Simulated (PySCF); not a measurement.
C4H10GeO (SMILES C=[CH][GeH2][O]CC), singlet, geometry from GFN2-xTB; PySCF with CASSCF(6,4)/STO-3G.

PySCF was given this input:
```python
from pyscf import gto, scf, mcscf
import numpy

mol = gto.M(
    atom='''
Ge    0.436801    0.084127   -0.654540
C     1.913003    0.349202    0.586036
C     3.177331    0.053884    0.334005
O    -0.901035   -0.166215    0.453501
C    -2.260164   -0.328722    0.108483
C    -3.103962   -0.197773    1.367357
H     0.596478   -1.114574   -1.570859
H     0.088238    1.268067   -1.540247
H     1.638851    0.756380    1.551106
H     3.483370   -0.357977   -0.614831
H     3.962965    0.210275    1.058359
H    -2.563847    0.428756   -0.625836
H    -2.414527   -1.316340   -0.344041
H    -2.801473   -0.947876    2.093348
H    -4.155063   -0.334270    1.127104
H    -2.961583    0.785664    1.807884
''',
    basis='sto-3g',
    charge=0,
    spin=0,
    verbose=4,
)

mf = scf.RHF(mol)
mf.kernel()
mc = mcscf.CASSCF(mf, 4, 6)
mc.fix_spin_(ss=0.0)
mc.kernel()
occ = numpy.linalg.eigvalsh(mc.fcisolver.make_rdm1(mc.ci, mc.ncas, mc.nelecas))[::-1]
ss = mc.fcisolver.spin_square(mc.ci, mc.ncas, mc.nelecas)[0]
print('natural occupations', occ.round(4), ' <S^2>', round(ss, 4))
```

The log (banner, timings and long lists left out):

```
PySCF version 2.14.0

[INPUT] verbose = 4
[INPUT] num. atoms = 16
[INPUT] num. electrons = 74
[INPUT] charge = 0
[INPUT] spin (= nelec alpha-beta = 2S) = 0
[INPUT] symmetry False subgroup None
[INPUT] Mole.unit = angstrom
[INPUT] Symbol           X                Y                Z      unit          X                Y                Z       unit  Magmom
[INPUT]  1 Ge     0.436801000000   0.084127000000  -0.654540000000 AA    0.825434260936   0.158976989681  -1.236901337573 Bohr   0.0
[INPUT]  2 C      1.913003000000   0.349202000000   0.586036000000 AA    3.615051745471   0.659896142150   1.107447539136 Bohr   0.0
[INPUT]  3 C      3.177331000000   0.053884000000   0.334005000000 AA    6.004285397090   0.101826002496   0.631177974235 Bohr   0.0
[INPUT]  4 O     -0.901035000000  -0.166215000000   0.453501000000 AA   -1.702709378647  -0.314100827795   0.856992687216 Bohr   0.0
[INPUT]  5 C     -2.260164000000  -0.328722000000   0.108483000000 AA   -4.271090956601  -0.621194551119   0.205003159171 Bohr   0.0
[INPUT]  6 C     -3.103962000000  -0.197773000000   1.367357000000 AA   -5.865638081057  -0.373736804834   2.583930244507 Bohr   0.0
[INPUT]  7 H      0.596478000000  -1.114574000000  -1.570859000000 AA    1.127180059328  -2.106239605561  -2.968493290308 Bohr   0.0
[INPUT]  8 H      0.088238000000   1.268067000000  -1.540247000000 AA    0.166745653779   2.396299337599  -2.910644994183 Bohr   0.0
[INPUT]  9 H      1.638851000000   0.756380000000   1.551106000000 AA    3.096979548970   1.429351046099   2.931165530170 Bohr   0.0
[INPUT] 10 H      3.483370000000  -0.357977000000  -0.614831000000 AA    6.582615290526  -0.676478488893  -1.161862202892 Bohr   0.0
[INPUT] 11 H      3.962965000000   0.210275000000   1.058359000000 AA    7.488918491237   0.397362160843   2.000008651469 Bohr   0.0
[INPUT] 12 H     -2.563847000000   0.428756000000  -0.625836000000 AA   -4.844968655288   0.810231414264  -1.182658638893 Bohr   0.0
[INPUT] 13 H     -2.414527000000  -1.316340000000  -0.344041000000 AA   -4.562794750368  -2.487522086810  -0.650143265621 Bohr   0.0
[INPUT] 14 H     -2.801473000000  -0.947876000000   2.093348000000 AA   -5.294016715364  -1.791226040048   3.955854403406 Bohr   0.0
[INPUT] 15 H     -4.155063000000  -0.334270000000   1.127104000000 AA   -7.851931100314  -0.631678751658   2.129917873902 Bohr   0.0
[INPUT] 16 H     -2.961583000000   0.785664000000   1.807884000000 AA   -5.596580765168   1.484689785930   3.416405624983 Bohr   0.0

nuclear repulsion = 444.297163612698
number of shells = 33
number of NR pGTOs = 159
number of NR cGTOs = 53
basis = sto-3g
ecp = {}

******** <class 'pyscf.scf.hf.RHF'> ********
method = RHF
initial guess = minao
damping factor = 0
level_shift factor = 0
DIIS = <class 'pyscf.scf.diis.CDIIS'>
diis_start_cycle = 1
diis_space = 8
diis_damp = 0
SCF conv_tol = 1e-09
SCF conv_tol_grad = None
SCF max_cycles = 50
direct_scf = True
direct_scf_tol = 1e-13
Set gradient conv threshold to 3.16228e-05
Initial guess from minao.
init E= -2279.12313059179
  HOMO = -0.386971729583896  LUMO = -0.0311294787391245  gap/eV = 9.68296
cycle= 1 E= -2280.86488023697  delta_E= -1.74  |g|= 0.648  |ddm|= 4.71
  HOMO = -0.118553618093976  LUMO = 0.30586677707985  gap/eV = 11.54907
cycle= 2 E= -2281.01366224121  delta_E= -0.149  |g|= 0.216  |ddm|=  1.2
  HOMO = -0.298840633482471  LUMO = 0.305877313062207  gap/eV = 16.45521
cycle= 3 E= -2281.02813182451  delta_E= -0.0145  |g|= 0.0502  |ddm|= 0.337
  HOMO = -0.301875960798389  LUMO = 0.306894942780271  gap/eV = 16.56550
cycle= 4 E= -2281.02922070447  delta_E= -0.00109  |g|= 0.0173  |ddm|= 0.088
  HOMO = -0.300827330550032  LUMO = 0.305977512545021  gap/eV = 16.51200
cycle= 5 E= -2281.02932667346  delta_E= -0.000106  |g|= 0.00357  |ddm|= 0.0272
  HOMO = -0.302340685231884  LUMO = 0.30635517503013  gap/eV = 16.56346
cycle= 6 E= -2281.02933643944  delta_E= -9.77e-06  |g|= 0.00142  |ddm|= 0.00899
  HOMO = -0.302537652552008  LUMO = 0.306416861009187  gap/eV = 16.57050
cycle= 7 E= -2281.02933760443  delta_E= -1.16e-06  |g|= 0.000256  |ddm|= 0.00363
  HOMO = -0.3025461644023  LUMO = 0.306349472131678  gap/eV = 16.56889
cycle= 8 E= -2281.02933764434  delta_E= -3.99e-08  |g|= 6.06e-05  |ddm|= 0.000631
  HOMO = -0.302549152959027  LUMO = 0.306370260735783  gap/eV = 16.56954
cycle= 9 E= -2281.02933764663  delta_E= -2.28e-09  |g|= 8.88e-06  |ddm|= 0.000162
  HOMO = -0.302546802774608  LUMO = 0.306371655001141  gap/eV = 16.56952
cycle= 10 E= -2281.02933764669  delta_E= -6.28e-11  |g|= 2.23e-06  |ddm|= 2.21e-05
  HOMO = -0.302547303651472  LUMO = 0.306371577225758  gap/eV = 16.56953
Extra cycle  E= -2281.02933764667  delta_E= 1.82e-11  |g|= 9.51e-07  |ddm|= 4.29e-06
converged SCF energy = -2281.02933764667

******** <class 'pyscf.mcscf.mc1step.CASSCF'> ********
CAS (3e+3e, 4o), ncore = 34, nvir = 15
max_cycle_macro = 50
max_cycle_micro = 4
conv_tol = 1e-07
conv_tol_grad = None
orbital rotation max_stepsize = 0.02
orbital rotation threshold for CI restart = 0.01
augmented hessian ah_max_cycle = 30
augmented hessian ah_conv_tol = 1e-12
augmented hessian ah_linear dependence = 1e-14
augmented hessian ah_level shift = 1e-08
augmented hessian ah_start_tol = 2.5
augmented hessian ah_start_cycle = 3
augmented hessian ah_grad_trust_region = 3
kf_trust_region = 3
kf_interval = 4
ci_response_space = 4
ci_grad_trust_region = 3
with_dep4 0
natorb = False
canonicalization = True
sorting_mo_energy = False
ao2mo_level = 2
internal_rotation = False
******** <class 'pyscf.fci.addons.SpinPenaltyFCISolver'> ********
max. cycles = 50
conv_tol = 1e-08
davidson only = True
linear dependence = 1e-12
level shift = 0.001
max iter space = 12
nroots = 1
pspace_size = 400
spin = None
CASCI E = -2281.05954448915  S^2 = 0.0000000
Set conv_tol_grad to 0.000316228
macro iter   1 ( 21 JK    4 micro), CASSCF E = -2281.07090104310  dE = -1.13565540e-02  S^2 = 0.0000000
               |grad[o]|=0.0292  |grad[c]|=0.0239  |ddm|=0.0336  |maxRot[o]|=0.164
macro iter   2 ( 16 JK    4 micro), CASSCF E = -2281.07131469915  dE = -4.13656048e-04  S^2 = 0.0000000
               |grad[o]|=0.00732  |grad[c]|=0.0153  |ddm|=0.00309  |maxRot[o]|= 0.12
macro iter   3 (  9 JK    3 micro), CASSCF E = -2281.07131850453  dE = -3.80537767e-06  S^2 = 0.0000000
               |grad[o]|=0.000938  |grad[c]|=0.0075  |ddm|=0.00096  |maxRot[o]|=0.0815
macro iter   4 (  6 JK    2 micro), CASSCF E = -2281.07131860293  dE = -9.84009603e-08  S^2 = 0.0000000
               |grad[o]|=0.000222  |grad[c]|=0.00116  |ddm|=7.49e-05  |maxRot[o]|=0.0243
macro iter   5 (  7 JK    2 micro), CASSCF E = -2281.07131865641  dE = -5.34873834e-08  S^2 = 0.0000000
               |grad[o]|=0.000266  |grad[c]|=0.000975  |ddm|=5.79e-05  |maxRot[o]|=0.021
macro iter   6 (  7 JK    1 micro), CASSCF E = -2281.07131866580  dE = -9.38734956e-09  S^2 = 0.0000000
               |grad[o]|=0.000105  |grad[c]|=0.000156  |ddm|=1.38e-05  |maxRot[o]|=0.009
1-step CASSCF converged in   6 macro ( 66 JK  16 micro) steps
CASSCF canonicalization
Density matrix diagonal elements [1.92392152 1.96575273 1.99387843 0.11644732]
CASSCF energy = -2281.07131866580
CASCI E = -2281.07131866580  E(CI) = -7.09930035075467  S^2 = 0.0000000
natural occupations [2.     2.     1.8836 0.1164]  <S^2> 0.0
```
